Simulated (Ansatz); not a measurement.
Correlation energies of AsH₅OSi, SMILES `O[SiH2][AsH2]` by basis set

```xyz
8

O     0.953    0.547    1.438
Si    0.471    0.310   -0.123
As   -0.941   -1.572   -0.057
H     1.468    1.332    1.631
H    -0.192    1.533   -0.657
H     1.624   -0.005   -1.013
H    -1.232   -1.414   -1.545
H    -2.150   -0.730    0.327
```

The species carries charge 0 and has multiplicity 1. Correlated methods include outer-core shells of As, which these sets cover unevenly. Scalar relativity is left out up to krypton. The structure was optimised at the PBE0-D4/def2-TZVP level. It is one conformer, not always the lowest. Frozen core, restricted reference, Ansatz 0.2.0.

```
     basis      HF (Eh)  MP2 corr.
  def2-SVP  -2600.51373   -0.52754
def2-TZVPP  -2601.00101   -0.64349
def2-QZVPP  -2601.05939   -0.95647
```

Estimate the CCSD correlation energy and the (T) correction in each basis where they were run (hartree).


```tsv
basis	CCSD corr.	(T)
def2-SVP	-0.56041	-0.01359
def2-TZVPP	-0.67362	-0.02366
```
